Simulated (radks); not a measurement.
Fractional charge and spin in the 5p shell of samarium: the spin-up occupation runs from 2 to 3 and the spin-down occupation from 2 to 3; the fullest corner is Sm, [Kr] 4d10 4f(up 3, down 3) 5s2 6s2 5p(up 3, down 3). Calculated with a radial shooting solver on a logarithmic mesh with Libxc functionals: scalar-relativistic Kohn-Sham, PBEsol, spin-polarised, spherical densities, finite nucleus; Fermi nuclear charge, rms radius of each element as measured or else 0.836 A^(1/3) + 0.57 fm. Energy (eV) minus the two flat planes that join the four corners (they meet along the diagonal where the two added fractions sum to one electron); zero is where a piecewise linear energy would lie.

| down \ up | 2 | 2.5 | 3 |
|---|---|---|---|
| 2 | 0.000 | -1.388 | 0.000 |
| 2.5 | -1.388 | 0.205 | -1.227 |
| 3 | 0.000 | -1.227 | 0.000 |

Corners above the fullest one (they belong to Sm+ and the next ion): (up 3, down 2) 27.988 eV, (up 2, down 3) 27.988 eV, (up 2, down 2) 67.292 eV. With half an added electron in each spin the energy lies 0.205 eV from the planes, and with half an added electron in spin up alone -1.388 eV. The planes are only a guide here: the flat-plane condition holds for ground states with one frontier orbital, while this shell lies below other occupied shells, so the corners above the fullest one are inner-hole states and not the ground states of those ions.
